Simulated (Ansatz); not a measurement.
Reactions of GeH₇NO₂Si (`O[SiH](O)[NH][GeH3]`).

Isolated molecules relaxed with PBE0-D4/def2-TZVP in Ansatz; ΔE leaves out vibrations. CCSD(T)/CBS adds triple-zeta CCSD(T) − MP2 to the extrapolated MP2 energy (def2 sets, frozen cores). This one scheme is used for every species. For Ge outer-core shells are correlated without core-valence functions, which leaves a few kJ/mol of doubt a bond. Scalar relativity is left out up to krypton. One conformer a species, not always the lowest.

Q: Order these by ΔE at CCSD(T)/CBS, lowest first. (Estimate.)
A. `O[SiH](O)[NH][GeH3]` + `CO[SiH2][SiH2]Cl` → `O[SiH](O)[SiH2]Cl` + `CO[SiH2][NH][GeH3]`
B. `O[SiH](O)[NH][GeH3]` + `NC1(F)C=N1` → `O[SiH](F)[NH][GeH3]` + `NC1(O)C=N1`
C. `O[SiH](O)[NH][GeH3]` + `[OH][GeH3]` → `[GeH3][O][GeH3]` + `N[SiH](O)O`
D. `O[SiH](O)[NH][GeH3]` + `[SiH3]N[SiH](Cl)Cl` → `O[SiH](O)N[SiH](Cl)Cl` + `[SiH3][NH][GeH3]`

A: B (-47.3 kJ/mol), C (-20.6 kJ/mol), D (+3.0 kJ/mol), A (+17.1 kJ/mol).

Largest T1 diagnostic: 0.012, for `[GeH3][O][GeH3]`.
